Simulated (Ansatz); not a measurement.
Mulliken charges of Cl$_{3}$FSn (`[F][Sn]([Cl])([Cl])[Cl]`) from r2SCAN/def2-TZVPP in Ansatz (PBE0-D4/def2-TZVP geometry).

```json
{"atom": "F1", "x (Å)": "-0.365", "y (Å)": "-0.146", "z (Å)": "1.881", "charge (e)": "-0.427"}
{"atom": "Sn2", "x (Å)": "-0.006", "y (Å)": "-0.002", "z (Å)": "0.029", "charge (e)": "1.301"}
{"atom": "Cl3", "x (Å)": "1.736", "y (Å)": "-1.396", "z (Å)": "-0.436", "charge (e)": "-0.291"}
{"atom": "Cl4", "x (Å)": "-1.895", "y (Å)": "-0.628", "z (Å)": "-1.080", "charge (e)": "-0.291"}
{"atom": "Cl5", "x (Å)": "0.529", "y (Å)": "2.173", "z (Å)": "-0.393", "charge (e)": "-0.291"}
```

Q: By hand: the dipole of these point charges (1 e Å = 4.8032 D).

A: Σ q r = (0.040, 0.016, -0.210) e Å, of length 0.214 e Å = 1.03 D.

Q: How does the dipole of the full density compare? (An estimate is asked.)

A: Computed: (0.043, 0.017, -0.223) e Å, 1.09 D; the point charges give 0.94 times that, at 0° from its direction.

Point charges leave out the atoms' own dipoles, such as those of lone pairs, and Mulliken's split depends on the basis, so the close match here is no proof of good charges.
